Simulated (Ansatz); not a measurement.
Gas-phase electronic energies from Ansatz, PBE0-D4/def2-TZVP geometries. CCSD(T)/CBS is the MP2 limit (def2-TZVPP, def2-QZVPP) plus CCSD(T) − MP2 in def2-TZVPP, frozen cores. Functionals use def2-TZVPP. B3LYP here is the variant with VWN-RPA as its local correlation; programs differ in this. For Se outer-core shells are correlated without core-valence functions, which leaves a few kJ/mol of doubt a bond. Scalar relativity is left out up to krypton. One conformer a species, not always the lowest.

Consider the substitution at a C–Si bond: `CC[SiH2][SeH]` + `NBN` → `CCNBN` + `[SiH3][SeH]`.

`CC[SiH2][SeH]`:

```xyz
12

C     1.094    0.853    0.780
C    -0.367    0.714    0.368
Si   -0.852   -1.014   -0.164
Se    0.376   -1.769   -1.939
H     1.333    0.203    1.625
H     1.330    1.878    1.075
H     1.762    0.580   -0.041
H    -1.033    0.991    1.195
H    -0.604    1.399   -0.453
H    -0.555   -2.005    0.904
H    -2.301   -1.064   -0.495
H    -0.185   -0.767   -2.855
```

`NBN`:

```xyz
8

N    -0.993   -0.756    0.113
B    -0.132    0.237   -0.398
N     1.098    0.567    0.205
H    -0.806   -1.303    0.935
H    -1.865   -0.978   -0.329
H    -0.462    0.827   -1.389
H     1.698    1.276   -0.172
H     1.460    0.131    1.035
```

`CCNBN`:

Cartesian coordinates in Å:
```
C -0.765 -1.809 -0.786
C -1.098 -0.521 -0.052
N 0.059 0.121 0.523
B 0.585 1.368 0.137
N 1.741 1.929 0.720
H -0.299 -2.535 -0.113
H -1.667 -2.270 -1.198
H -0.069 -1.616 -1.605
H -1.846 -0.728 0.725
H -1.558 0.190 -0.741
H 0.519 -0.428 1.233
H 0.021 1.983 -0.726
H 2.281 1.495 1.448
H 2.097 2.821 0.434
```

`[SiH3][SeH]`:

Cartesian coordinates in Å:
```
Si -0.545 0.147 0.113
Se 1.211 -1.262 -0.238
H -0.320 1.013 1.297
H -1.706 -0.744 0.350
H -0.797 1.004 -1.073
H 2.157 -0.158 -0.449
```

| level | ΔE (kJ/mol) | difference from CCSD(T)/CBS |
| --- | --- | --- |
| PBE-D4 | 65.4 | -1.8 |
| r2SCAN-D4 | 67.1 | -0.1 |
| PBE0-D4 | 66.3 | -0.9 |
| B3LYP-D4 | 64.1 | -3.1 |
| ωB97X-V | 62.4 | -4.8 |
| ωB97M-V | 67.0 | -0.2 |
| B2PLYP | 62.9 | -4.3 |
| HF/def2-TZVPP | 54.7 | -12.5 |
| MP2/def2-TZVPP | 69.8 | 2.6 |
| SCS-MP2/def2-TZVPP | 63.8 | -3.4 |
| CCSD(T)/def2-TZVPP | 63.8 | -3.4 |
| HF/def2-QZVPP | 54.6 | -12.6 |
| MP2/def2-QZVPP | 71.7 | 4.5 |
| SCS-MP2/def2-QZVPP | 65.8 | -1.4 |
| HF/CBS(def2) | 54.6 | -12.6 |
| CCSD/CBS(def2) | 66.3 | -0.9 |
| CCSD(T)/CBS | 67.2 | 0 |

Largest T1 diagnostic among the species: 0.011.

The D4 term adds +4.8 kJ/mol with B3LYP and +2.6 kJ/mol with PBE0; it sums over pairs of atoms, weighted by their polarisabilities, and B3LYP, whose exchange is more repulsive, gets the larger term. In def2-TZVPP, CCSD(T) changes the Hartree–Fock value by +9.1 kJ/mol (the triples alone add +0.9 kJ/mol) and MP2 by +15.1 kJ/mol.
